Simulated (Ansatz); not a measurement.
Relaxation of [InCl4]- (InCl₄⁻) with RKS PBE-D4/def2-SVPD.

```sh
$ ansatz run in.yaml --threads 4 --pin off --events-out ev --progress --plain --max-ram 3916MiB
```

```yaml
crystal:
  periodic: [false, false, false]
  atoms:
    - {symbol: In, position_ang: [0.000660, 0.000420, -0.001430]}
    - {symbol: Cl, position_ang: [0.010660, -0.016390, 2.357160]}
    - {symbol: Cl, position_ang: [2.219230, 0.010760, -0.794980]}
    - {symbol: Cl, position_ang: [-1.120020, 1.928860, -0.766850]}
    - {symbol: Cl, position_ang: [-1.110530, -1.923660, -0.793890]}
basis:
  gaussian: {orbitals: def2-SVPD}
total_charge: -1
hamiltonian: {xc: pbe, dispersion: d4}
scf: {lower_state_search: "off"}
output: {orbitals: {seedname: orbitals}}
relax: {f_tol: 0.02, max_steps: 100}
```

Run time 7 s (4 threads of Intel Xeon on a shared host).

Positions (Å) and forces (eV/Å) at steps 1, 2, 3 of 3:

```xyz
5
step=1 energy=-55238.0281 eV
In    0.001    0.000   -0.001   -0.026   -0.009    0.012
Cl    0.011   -0.016    2.357    0.004   -0.006    0.920
Cl    2.219    0.011   -0.795    0.892    0.005   -0.321
Cl   -1.120    1.929   -0.767   -0.439    0.756   -0.302
Cl   -1.111   -1.924   -0.794   -0.431   -0.745   -0.309
5
step=2 energy=-55238.1570 eV
In    0.000    0.000    0.000   -0.004   -0.002    0.004
Cl    0.011   -0.017    2.443    0.000    0.001   -0.112
Cl    2.300    0.011   -0.825   -0.101    0.000    0.036
Cl   -1.161    1.998   -0.795    0.053   -0.090    0.035
Cl   -1.151   -1.992   -0.823    0.053    0.091    0.037
5
step=3 energy=-55238.1594 eV
In    0.000    0.000    0.000   -0.001   -0.001    0.001
Cl    0.011   -0.017    2.432    0.000    0.000    0.001
Cl    2.290    0.011   -0.821    0.003    0.000   -0.001
Cl   -1.155    1.989   -0.792   -0.001    0.002   -0.001
Cl   -1.146   -1.983   -0.819   -0.001   -0.001   -0.001
```

In the def2 sets In takes a core potential; there is no spin–orbit coupling.
